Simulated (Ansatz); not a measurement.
Gas-phase electronic energies from Ansatz, PBE0-D4/def2-TZVP geometries. CBS: MP2 limit from def2 TZ/QZ plus the TZ coupled-cluster correction, frozen cores. DFT in def2-TZVPP. B3LYP here is the variant with VWN-RPA as its local correlation; programs differ in this. Each species was taken in one conformer, which may not be the lowest.

Consider the cleavage of the P–Si bond: `[SiH3][Si]1(P)CC1` + `CC(O)S` → `CC(O)SP` + `[SiH3][SiH]1CC1`.

`[SiH3][Si]1(P)CC1`:

Cartesian coordinates in Å:
```
Si 0.136 2.016 -1.081
Si -0.289 0.074 0.112
P -2.329 -0.152 1.027
C 0.773 -1.415 -0.239
C 1.137 -0.670 1.052
H 1.558 1.984 -1.518
H -0.734 2.114 -2.285
H -0.089 3.224 -0.244
H -2.058 -1.475 1.470
H -2.952 -0.588 -0.173
H 0.333 -2.400 -0.122
H 1.495 -1.369 -1.047
H 2.092 -0.155 1.065
H 0.928 -1.188 1.982
```

`CC(O)S`:

Cartesian coordinates in Å:
```
C 0.128 0.568 -0.816
C 0.100 -0.568 0.184
O -1.203 -0.808 0.668
S 1.196 -0.295 1.592
H 1.140 0.738 -1.184
H -0.513 0.336 -1.673
H -0.238 1.487 -0.354
H 0.514 -1.477 -0.274
H -1.794 -0.869 -0.090
H 0.670 0.890 1.947
```

`CC(O)SP`:

```xyz
12

C    -1.166    0.676    1.143
C    -0.011    0.270    0.253
O     0.169    1.133   -0.828
S    -0.299   -1.473   -0.262
P     1.425   -1.987   -1.341
H    -1.231    0.032    2.021
H    -2.114    0.610    0.601
H    -1.024    1.708    1.469
H     0.932    0.288    0.804
H    -0.640    1.130   -1.352
H     1.552   -0.803   -2.113
H     2.408   -1.585   -0.395
```

`[SiH3][SiH]1CC1`:

Z-matrix (Å, degrees):
```
Si
Si 1 2.316
H 1 1.488 2 111.6
H 1 1.488 2 111.6 3 121.4
H 1 1.488 2 107.5 3 -119.3
C 2 1.862 1 118.6 3 147.1
C 2 1.862 1 118.6 3 91.4
H 2 1.482 1 119.0 3 -60.7
H 6 1.085 2 118.2 1 147.4
H 6 1.085 2 119.1 1 4.1
H 7 1.085 2 118.1 1 -147.4
H 7 1.085 2 119.1 1 -4.1
```

(1) Is it downhill or uphill in electronic energy at CCSD(T)/CBS, and by how much? (Estimate.)

(2) What do these levels give: r2SCAN-D4, B3LYP-D4, PBE0, B3LYP, MP2/def2-QZVPP, CCSD/CBS(def2)? (An estimate is asked.)

Largest T1 diagnostic among the species: 0.013.

Answers

(1) The calculation gave: Nearly level: ΔE = +2.6 kJ/mol.

(2) Ansatz gave: r2SCAN-D4 -0.8, B3LYP-D4 -1.4, PBE0 1.9, B3LYP -2.9, MP2/def2-QZVPP 1.9, CCSD/CBS(def2) 2.7 kJ/mol.

In def2-TZVPP, CCSD(T) changes the Hartree–Fock value by +8.5 kJ/mol (the triples alone add −0.1 kJ/mol) and MP2 by +6.7 kJ/mol.
